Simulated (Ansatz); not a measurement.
`F[SiH2][AlH][NH][SiH3]`. Total charge 0; spin multiplicity 1. Geometry: relaxed with PBE0-D4/def2-TZVP. It is one conformer, not always the lowest.

```xyz
12

F    -1.927    1.351   -1.151
Si   -2.171   -0.108   -0.504
Al   -0.069   -1.405   -0.503
N     1.408   -0.592    0.074
Si    1.578    1.003    0.719
H    -3.245   -0.756   -1.311
H    -2.729    0.103    0.863
H     0.064   -2.916   -0.969
H     2.266   -1.128    0.035
H     0.211    1.576    0.825
H     2.206    0.984    2.069
H     2.408    1.886   -0.146
```

**Question.** What is the dipole moment at r2SCAN/def2-TZVPP? (Best estimate.)

**Answer.** The calculation gave: 1.99 D, with components (1.08, -1.62, 0.40) D in this frame, pointing from negative to positive charge.

**Question.** And with PBE, B3LYP, ωB97M-V? (Estimate.)

**Answer.** The calculation gave: PBE 1.93 D, B3LYP 2.05 D, ωB97M-V 2.08 D.

**Question.** Give the Mulliken charges with r2SCAN, ωB97M-V, B3LYP in def2-TZVPP. (Estimate.)

**Answer.** The calculation gave: 
```tsv
atom	r2SCAN	ωB97M-V	B3LYP
F1	-0.33	-0.32	-0.33
Si2	0.36	0.29	0.39
Al3	0.45	0.36	0.37
N4	-0.41	-0.35	-0.34
Si5	0.37	0.24	0.32
H6	-0.09	-0.05	-0.08
H7	-0.09	-0.04	-0.09
H8	-0.15	-0.10	-0.13
H9	0.13	0.10	0.11
H10	-0.07	-0.03	-0.06
H11	-0.09	-0.04	-0.08
H12	-0.09	-0.04	-0.08
```

B3LYP here is the variant with VWN-RPA as its local correlation; programs differ in this.

Program: Ansatz 0.2.0.
